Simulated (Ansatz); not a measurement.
Born–Oppenheimer molecular dynamics of C3H11NOSi (17 atoms, charge 0, multiplicity 1). It starts from a relaxed structure.

Computed with RHF/def2-SVP in Ansatz 0.2.0.

```
ensemble                      : NVE (Milne-controlled integrator)
time step                     : 0.5 fs
steps asked                   : 150
starting velocities drawn for : 1000 K
seed                          : 319993
```

First frame:

```xyz
17
Properties=species:S:1:pos:R:3
Si -0.030 -0.255 -0.036
N -0.080 -0.146 1.680
C -1.105 -0.743 2.504
H -1.754 -1.385 1.910
H -0.667 -1.361 3.296
H -1.735 0.012 2.989
C 0.846 0.692 2.408
H 1.352 0.130 3.200
H 1.616 1.087 1.744
H 0.346 1.548 2.877
H 1.363 -0.396 -0.494
O -0.580 1.085 -0.830
C -1.855 1.638 -0.795
H -2.114 1.993 0.207
H -1.891 2.488 -1.476
H -2.617 0.919 -1.111
H -0.868 -1.418 -0.412
```

(1) How far do the bonds stretch over the last three quarters of this one trajectory? (Pairs bonded in most of those frames.)

Answers

(1) 
```json
{"bond": "Si1–N2", "mean (Å)": "1.733", "spread (Å)": "0.031", "shortest": "1.67", "longest": "1.77"}
{"bond": "Si1–H11", "mean (Å)": "1.480", "spread (Å)": "0.038", "shortest": "1.42", "longest": "1.54"}
{"bond": "Si1–O12", "mean (Å)": "1.647", "spread (Å)": "0.028", "shortest": "1.60", "longest": "1.70"}
{"bond": "Si1–H17", "mean (Å)": "1.487", "spread (Å)": "0.028", "shortest": "1.44", "longest": "1.53"}
{"bond": "N2–C3", "mean (Å)": "1.451", "spread (Å)": "0.032", "shortest": "1.40", "longest": "1.52"}
{"bond": "N2–C7", "mean (Å)": "1.460", "spread (Å)": "0.038", "shortest": "1.38", "longest": "1.52"}
{"bond": "C3–H4", "mean (Å)": "1.100", "spread (Å)": "0.049", "shortest": "1.02", "longest": "1.18"}
{"bond": "C3–H5", "mean (Å)": "1.097", "spread (Å)": "0.030", "shortest": "1.05", "longest": "1.15"}
{"bond": "C3–H6", "mean (Å)": "1.099", "spread (Å)": "0.013", "shortest": "1.07", "longest": "1.13"}
{"bond": "C7–H8", "mean (Å)": "1.101", "spread (Å)": "0.034", "shortest": "1.04", "longest": "1.16"}
{"bond": "C7–H9", "mean (Å)": "1.095", "spread (Å)": "0.031", "shortest": "1.04", "longest": "1.15"}
{"bond": "C7–H10", "mean (Å)": "1.108", "spread (Å)": "0.054", "shortest": "1.02", "longest": "1.19"}
{"bond": "O12–C13", "mean (Å)": "1.390", "spread (Å)": "0.023", "shortest": "1.34", "longest": "1.43"}
{"bond": "C13–H14", "mean (Å)": "1.100", "spread (Å)": "0.029", "shortest": "1.05", "longest": "1.15"}
{"bond": "C13–H15", "mean (Å)": "1.095", "spread (Å)": "0.035", "shortest": "1.04", "longest": "1.15"}
{"bond": "C13–H16", "mean (Å)": "1.104", "spread (Å)": "0.045", "shortest": "1.03", "longest": "1.17"}
```

Mean temperature of the second half: 526 K. The conserved energy stayed within 0.031 meV per atom of its start (net change -0.0019 meV per atom), so the integration is sound. Over the second half the temperature averaged 0.53 of the 1000 K drawn at the start: a run that starts near a minimum puts about half its kinetic energy into the potential. A run of 0.075 ps of so small a system gives no equilibrium averages.

The run took 7 min on 2 threads of Arm Neoverse V1 (shared host), peak memory 0.38 GiB.
